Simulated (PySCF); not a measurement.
# Fe⁺ (iron, charge +1): UHF calculation

Configuration: [Ar] 3d6 4s1, high-spin 6D determinant. All numbers are calculated (PySCF 2.14, no relativity, point nucleus, in dyall-av2z).

```
Total energy                                                  : -1262.202430 hartree
One-electron energy                                           : -1736.7665 hartree
Hartree (Coulomb) energy                                      : 528.8763 hartree
Exchange energy                                               : -54.3122 hartree
Kinetic energy                                                : 1262.18696 hartree
⟨S²⟩                                                          : 8.7527
⟨L²⟩                                                          : 6.016
Sum of ⟨r⟩                                                    : 18.13 bohr
Sum of ⟨r²⟩                                                   : 25.33 bohr²
Traceless quadrupole moment −½Σ⟨3z² − r²⟩ along its main axis : 0.345 e·bohr²
Density at the nucleus (Gaussians lack the cusp)              : 11800 bohr⁻³
Spin density at the nucleus                                   : 3.88 bohr⁻³
Langevin diamagnetic susceptibility                           : -20.1 ×10⁻⁶ cm³/mol
```

```
shell  electrons  mean orbital energy (eV)  spread (eV)  rms radius, mean of both spins (bohr)
 1s α          1                   -7120.7            0                                 0.0685
 1s β          1                   -7120.6            0                                 0.0685
 2s α          1                   -878.96            0                                  0.292
 2s β          1                   -875.51            0                                  0.292
 2p α          3                   -755.85        0.939                                  0.262
 2p β          3                   -752.60        0.014                                  0.262
 3s α          1                   -126.62            0                                  0.880
 3s β          1                   -116.67            0                                  0.880
 3p α          3                   -88.743        2.079                                  0.939
 3p β          3                   -77.014        1.439                                  0.939
 3d α          5                   -26.919        2.408                                   1.21
 3d β          1                   -21.216            0                                   1.21
 4s α          1                   -15.231            0                                   3.01
```

Spin-orbit constants ζ (cm⁻¹) from the X2C one-electron operator on these orbitals (non-relativistic here): bare nucleus, nucleus screened by l(l+1)(2l+1)/3 electrons, and screened by the Breit-Pauli mean field of the electrons.

```
shell   bare  screened nucleus  mean field
   2p  67790             62570       60120
   3p   8177              7548        7198
   3d  769.5             473.5       424.6
```

To first order the Landé constant is A = -84.93 cm⁻¹, so the lowest level has J = 9/2 and lies 0.0526 eV below the centre of the term. This holds in LS coupling only.
